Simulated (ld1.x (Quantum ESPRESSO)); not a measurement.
# Which change was made? (Sc, TM)

- Element: Sc (Z = 21)
- Generator: ld1.x (Quantum ESPRESSO) 7.5
- Type: norm-conserving Troullier–Martins (Kleinman–Bylander form)
- Functional: PBE
- Relativity: scalar-relativistic
- Frozen core: [Ar]
- Valence charge: 3
- Reference configuration: 3d1 4s2 4p0
- Partial waves: 4s (bound): rc 3.35 bohr; 4p (bound, empty): rc 2.95 bohr; 3d (bound): rc 2.70 bohr; 4f channel at -0.15 Ry: rc 3.45 bohr
- Local potential: the f channel
- Core correction: Bessel-smoothed model core inside 2.05 bohr

Cutoffs, loose and tight: the cutoffs (Ry, on a coarse ladder) from which the occupation-weighted sum of valence levels, in a spherical-Bessel basis at the reference potential, stays within 10 and 1 mRy of its value at 400 Ry. They do not see the model core or the augmentation charge, which bear on the density cutoff. Test errors are all-electron minus pseudo excitation energies from the reference, over the configurations 3d1 4s1 4p0; 3d1 4s0 4p0; 3d1 4s1.5 4p0; 3d1 4s1 4p1; 3d0 4s2 4p0; 3d2 4s1 4p0; 3d1 4s0 4p2; variants that change the core or the reference have their own tests. The largest error is taken over the tests solved by every variant that gives reliable tests at all, those not shown here included: 3d1 4s0 4p0; 3d1 4s0 4p2; 3d1 4s1 4p0; 3d1 4s1 4p1; 3d1 4s1.5 4p0.

The base gives: outcome: generated; cutoff, loose: 30 Ry; cutoff, tight: 35 Ry; bound ghosts: none; largest test error (meV): -36.

Problem. After one change the result is: outcome: generated; cutoff, loose: 35 Ry; cutoff, tight: 40 Ry; bound ghosts: none; largest test error (meV): -28. Which change was it?
A. all radii but the core radius scaled by about 0.93 (s 3.12, p 2.74, d 2.52, f 3.22 bohr)
B. all radii but the core radius scaled by about 1.29 (s 4.32, p 3.80, d 3.48, f 4.44 bohr)
C. all radii but the core radius scaled by about 1.11 (s 3.70, p 3.26, d 2.98, f 3.82 bohr)
D. all radii but the core radius scaled by about 0.85 (s 2.84, p 2.50, d 2.30, f 2.94 bohr)

Solution. A. The others give: all radii but the core radius scaled by about 1.11 (s 3.70, p 3.26, d 2.98, f 3.82 bohr) → outcome: generated; cutoff, loose: 25 Ry; cutoff, tight: 30 Ry; bound ghosts: none; largest test error (meV): -61 | all radii but the core radius scaled by about 0.85 (s 2.84, p 2.50, d 2.30, f 2.94 bohr) → outcome: generated; cutoff, loose: 40 Ry; cutoff, tight: 45 Ry; bound ghosts: none; largest test error (meV): -26 | all radii but the core radius scaled by about 1.29 (s 4.32, p 3.80, d 3.48, f 4.44 bohr) → outcome: generated; cutoff, loose: 18 Ry; cutoff, tight: 25 Ry; bound ghosts: none; largest test error (meV): -162.
